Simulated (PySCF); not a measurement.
Ionising AlI

PBE; PySCF, scalar-relativistic core potentials, basis sets Al def2-SVPD, I def2-SVPD with ECP28. Neutral (UKS): singlet (closed shell), Re = 2.577 Å, ωe = 304 cm⁻¹, De = 4.03 eV, HOMO -5.94 eV, LUMO -2.69 eV.

AlI⁻ (UKS): doublet (π ↑), Re = 2.815 Å, ωe = 195 cm⁻¹, De = 1.16 eV to Al + I⁻. The energies at the minima are -539.94784 hartree for AlI and -539.96407 for AlI⁻.

Task: Work out the adiabatic electron affinity, without and with harmonic zero-point energies (1 hartree = 27.2114 eV, 1 eV = 8065.5 cm⁻¹), and the change of the bond length.

Result: At PBE: 0.01623 hartree = 0.442 eV between the minima; the zero-point term (304.0 − 195.0)/2 cm⁻¹ = +0.007 eV makes it 0.448 eV. Re changes by +23.8 pm against the neutral. The electron enters a π orbital, and the longer bond of the ion fits an antibonding orbital, or a change in how ionic the bond is.

Spin–orbit coupling is left out, which matters for elements this heavy, above all for dissociation energies. For an ion De counts to the pair picked by the measured ionisation energies or electron affinities, which need not be the lowest pair at this level. The highest Kohn–Sham level is positive in this anion. Much of that is self-interaction error, but it also means that the finite basis helps to hold the extra electron. States were picked by a PBE0 search and need not be the measured ground states.
